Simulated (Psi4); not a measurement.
Approach curve of the dimer H10Si4 ··· H2O (SMILES [SiH3][SiH2][SiH2][SiH3] and O). Monomers: optimised at B3LYP-D3(BJ) (def2-SVP and def2-TZVP), held rigid. Orientation: lowest of the rigid-body minima from ten starts at GFN2-xTB. The monomers approach along the line of their centres of mass (distance R); nothing else relaxes.

Levels of theory: PBE/def2-TZVP, counterpoise-corrected (Psi4); PBE-D3(BJ)/def2-TZVP, counterpoise-corrected (Psi4); PBE0/def2-TZVP, counterpoise-corrected (Psi4); wB97X-D/def2-TZVP, counterpoise-corrected (Psi4).

Interaction energies in kcal/mol; the last columns give the difference from wB97X-D:

```json
[
 {"R / Å": "3.08", "PBE/def2-TZVP": "3.43", "PBE-D3(BJ)/def2-TZVP": "1.43", "PBE0/def2-TZVP": "3.36", "wB97X-D/def2-TZVP": "2.56", "PBE/def2-TZVP − wB97X-D/def2-TZVP": "0.87", "PBE-D3(BJ)/def2-TZVP − wB97X-D/def2-TZVP": "-1.13", "PBE0/def2-TZVP − wB97X-D/def2-TZVP": "0.80"},
 {"R / Å": "3.32", "PBE/def2-TZVP": "0.97", "PBE-D3(BJ)/def2-TZVP": "-0.79", "PBE0/def2-TZVP": "0.91", "wB97X-D/def2-TZVP": "-0.22", "PBE/def2-TZVP − wB97X-D/def2-TZVP": "1.18", "PBE-D3(BJ)/def2-TZVP − wB97X-D/def2-TZVP": "-0.57", "PBE0/def2-TZVP − wB97X-D/def2-TZVP": "1.13"},
 {"R / Å": "3.51", "PBE/def2-TZVP": "-0.04", "PBE-D3(BJ)/def2-TZVP": "-1.60", "PBE0/def2-TZVP": "-0.07", "wB97X-D/def2-TZVP": "-1.27", "PBE/def2-TZVP − wB97X-D/def2-TZVP": "1.22", "PBE-D3(BJ)/def2-TZVP − wB97X-D/def2-TZVP": "-0.33", "PBE0/def2-TZVP − wB97X-D/def2-TZVP": "1.20"},
 {"R / Å": "3.71", "PBE/def2-TZVP": "-0.57", "PBE-D3(BJ)/def2-TZVP": "-1.92", "PBE0/def2-TZVP": "-0.57", "wB97X-D/def2-TZVP": "-1.68", "PBE/def2-TZVP − wB97X-D/def2-TZVP": "1.11", "PBE-D3(BJ)/def2-TZVP − wB97X-D/def2-TZVP": "-0.24", "PBE0/def2-TZVP − wB97X-D/def2-TZVP": "1.12"},
 {"R / Å": "3.93", "PBE/def2-TZVP": "-0.80", "PBE-D3(BJ)/def2-TZVP": "-1.92", "PBE0/def2-TZVP": "-0.76", "wB97X-D/def2-TZVP": "-1.69", "PBE/def2-TZVP − wB97X-D/def2-TZVP": "0.89", "PBE-D3(BJ)/def2-TZVP − wB97X-D/def2-TZVP": "-0.23", "PBE0/def2-TZVP − wB97X-D/def2-TZVP": "0.93"},
 {"R / Å": "4.19", "PBE/def2-TZVP": "-0.81", "PBE-D3(BJ)/def2-TZVP": "-1.71", "PBE0/def2-TZVP": "-0.75", "wB97X-D/def2-TZVP": "-1.44", "PBE/def2-TZVP − wB97X-D/def2-TZVP": "0.63", "PBE-D3(BJ)/def2-TZVP − wB97X-D/def2-TZVP": "-0.27", "PBE0/def2-TZVP − wB97X-D/def2-TZVP": "0.69"},
 {"R / Å": "4.50", "PBE/def2-TZVP": "-0.70", "PBE-D3(BJ)/def2-TZVP": "-1.36", "PBE0/def2-TZVP": "-0.62", "wB97X-D/def2-TZVP": "-1.09", "PBE/def2-TZVP − wB97X-D/def2-TZVP": "0.39", "PBE-D3(BJ)/def2-TZVP − wB97X-D/def2-TZVP": "-0.27", "PBE0/def2-TZVP − wB97X-D/def2-TZVP": "0.47"},
 {"R / Å": "5.04", "PBE/def2-TZVP": "-0.44", "PBE-D3(BJ)/def2-TZVP": "-0.81", "PBE0/def2-TZVP": "-0.37", "wB97X-D/def2-TZVP": "-0.65", "PBE/def2-TZVP − wB97X-D/def2-TZVP": "0.21", "PBE-D3(BJ)/def2-TZVP − wB97X-D/def2-TZVP": "-0.17", "PBE0/def2-TZVP − wB97X-D/def2-TZVP": "0.27"},
 {"R / Å": "5.72", "PBE/def2-TZVP": "-0.20", "PBE-D3(BJ)/def2-TZVP": "-0.39", "PBE0/def2-TZVP": "-0.17", "wB97X-D/def2-TZVP": "-0.32", "PBE/def2-TZVP − wB97X-D/def2-TZVP": "0.12", "PBE-D3(BJ)/def2-TZVP − wB97X-D/def2-TZVP": "-0.06", "PBE0/def2-TZVP − wB97X-D/def2-TZVP": "0.15"},
 {"R / Å": "6.68", "PBE/def2-TZVP": "-0.06", "PBE-D3(BJ)/def2-TZVP": "-0.13", "PBE0/def2-TZVP": "-0.06", "wB97X-D/def2-TZVP": "-0.12", "PBE/def2-TZVP − wB97X-D/def2-TZVP": "0.06", "PBE-D3(BJ)/def2-TZVP − wB97X-D/def2-TZVP": "-0.01", "PBE0/def2-TZVP − wB97X-D/def2-TZVP": "0.06"},
 {"R / Å": "8.00", "PBE/def2-TZVP": "-0.02", "PBE-D3(BJ)/def2-TZVP": "-0.04", "PBE0/def2-TZVP": "-0.02", "wB97X-D/def2-TZVP": "-0.04", "PBE/def2-TZVP − wB97X-D/def2-TZVP": "0.02", "PBE-D3(BJ)/def2-TZVP − wB97X-D/def2-TZVP": "0.00", "PBE0/def2-TZVP − wB97X-D/def2-TZVP": "0.02"}
]
```

PBE/def2-TZVP is furthest from wB97X-D/def2-TZVP at 3.51 (1.22 kcal/mol, above); its mean absolute difference over the points is 0.61 kcal/mol.

PBE-D3(BJ)/def2-TZVP is furthest from wB97X-D/def2-TZVP at 3.08 (-1.13 kcal/mol, below); its mean absolute difference over the points is 0.30 kcal/mol.

PBE0/def2-TZVP is furthest from wB97X-D/def2-TZVP at 3.51 (1.20 kcal/mol, above); its mean absolute difference over the points is 0.62 kcal/mol.
